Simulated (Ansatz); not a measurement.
C₉H₂₁NO, relaxed as a singlet with RKS PBE0-D4/def2-SVP in Ansatz, starting from the GFN2-xTB geometry. Force threshold 0.03 eV/Å.

Start:

```xyz
32

C    -1.947   -3.610    0.508
C    -0.678   -2.770    0.416
C    -0.942   -1.388   -0.184
C     0.368   -0.620   -0.245
N     0.201    0.820   -0.625
C    -0.569    1.026   -1.871
C     1.563    1.401   -0.790
C     1.473    2.821   -0.258
C     0.622    2.586    0.983
C    -0.428    1.591    0.491
H    -2.685   -3.120    1.141
H    -1.729   -4.589    0.930
H    -2.384   -3.751   -0.479
H    -0.245   -2.647    1.410
H     0.059   -3.288   -0.200
H    -1.666   -0.868    0.452
H    -1.423   -1.538   -1.166
H     0.998   -1.064   -1.027
H     1.119   -0.487    1.064
H    -0.126    0.430   -2.668
H    -0.562    2.077   -2.160
H    -1.597    0.702   -1.724
H     2.230    0.830   -0.143
H     1.889    1.322   -1.826
H     0.975    3.490   -0.964
H     2.455    3.226   -0.027
H     1.229    2.101    1.747
H     0.172    3.490    1.385
H    -1.318    2.106    0.125
H    -0.705    0.901    1.284
O     1.727   -0.181    1.983
H     1.923   -0.997    2.442
```

Question: Estimate the energy that the relaxation releases and the steps that it takes.

Answer: 3.9 kcal/mol, in 14 steps; 2.6 min on 4 threads of Arm Neoverse V2 on a shared host. No frequencies were taken in this run, so the end may be a saddle point.

Question: Does the start keep its bonding?

Answer: By distances, no bond broke or formed. The bond that changes most is H19–O31, from 1.14 to 1.05 Å (atoms count from 1).

Question: Predict the relaxed structure.

Answer: 
```
atom   x (Å)   y (Å)   z (Å)
  C1  -2.038  -3.639   0.419
  C2  -0.749  -2.838   0.336
  C3  -0.945  -1.406  -0.155
  C4   0.387  -0.696  -0.230
  N5   0.235   0.777  -0.582
  C6  -0.538   1.024  -1.825
  C7   1.608   1.373  -0.735
  C8   1.461   2.819  -0.313
  C9   0.575   2.677   0.920
 C10  -0.391   1.546   0.569
 H11  -2.761  -3.162   1.101
 H12  -1.860  -4.661   0.790
 H13  -2.525  -3.724  -0.566
 H14  -0.255  -2.799   1.321
 H15  -0.036  -3.351  -0.334
 H16  -1.618  -0.895   0.561
 H17  -1.522  -1.457  -1.110
 H18   0.985  -1.108  -1.067
 H19   1.213  -0.453   1.222
 H20  -0.064   0.468  -2.644
 H21  -0.565   2.097  -2.067
 H22  -1.562   0.657  -1.690
 H23   2.231   0.830  -0.010
 H24   1.965   1.199  -1.758
 H25   0.987   3.433  -1.098
 H26   2.437   3.274  -0.089
 H27   1.189   2.334   1.765
 H28   0.052   3.602   1.200
 H29  -1.379   1.902   0.247
 H30  -0.504   0.843   1.401
 O31   1.689   0.002   2.046
 H32   2.296  -0.668   2.375
```
Bond lengths: 6 × C–C 1.51 to 1.53 Å; 4 × C–N 1.48 to 1.52 Å; 19 × C–H 1.10 to 1.12 Å; 2 × H–O 0.96 to 1.05 Å.
